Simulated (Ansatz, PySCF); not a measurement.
CH3Cl2NSi2, SMILES Cl[Si]1(Cl)C=N[SiH2]1. Atoms are numbered in the order given.

```xyz
9

Cl     1.4380     0.1470     1.6626
Si     0.2323    -0.0079     0.0000
Cl     1.4380     0.1470    -1.6626
C     -0.9625    -1.4948     0.0000
N     -2.1488    -0.9969     0.0000
Si    -1.9416     0.8026     0.0000
H     -0.8080    -2.5894     0.0000
H     -2.5046     1.4415    -1.2190
H     -2.5046     1.4415     1.2190
```
Charge 0, spin multiplicity 1.

The structure is a stationary point at ωB97X-D3(BJ)/def2-SVP. The structure was generated by enumeration, and PubChem lists no compound with its InChIKey, so it may never have been made.

Two levels are set side by side: PBE-D3(BJ)/def2-SVP (Ansatz, a quantum-chemistry and plane-wave program) and ωB97X-D3(BJ)/def2-SVP (PySCF). Each level has its own optimised geometry; the coordinates shown are those of the second. Frequencies come from the Hessian of PySCF at each geometry. Differences are taken from unrounded values.

```
quantity                            ωB97X-D3(BJ)  PBE-D3(BJ)  PBE-D3(BJ) minus ωB97X-D3(BJ)
----------------------------------  ------------  ----------  -----------------------------
mean bond length (Å)                       1.725       1.746                          0.021
bond Cl1–Si2 (Å)                           2.060       2.088                          0.029
bond Si2–Cl3 (Å)                           2.060       2.088                          0.029
bond Si2–C4 (Å)                            1.907       1.932                          0.025
bond Si2–Si6 (Å)                           2.320       2.361                          0.041
bond C4–N5 (Å)                             1.287       1.294                          0.008
bond N5–Si6 (Å)                            1.811       1.827                          0.015
bond C4–H7 (Å)                             1.105       1.115                          0.009
bond Si6–H8 (Å)                            1.487       1.503                          0.016
bond Si6–H9 (Å)                            1.487       1.503                          0.016
highest harmonic wavenumber (cm⁻¹)          3099        2978                           -121
mean harmonic wavenumber (cm⁻¹)              897         844                            -53
zero-point energy (kcal/mol)               26.92       25.32                          -1.60
```

GGA bonds tend to be longer and softer than those of functionals with exact exchange. Differences between two approximate levels are no errors against the true value.
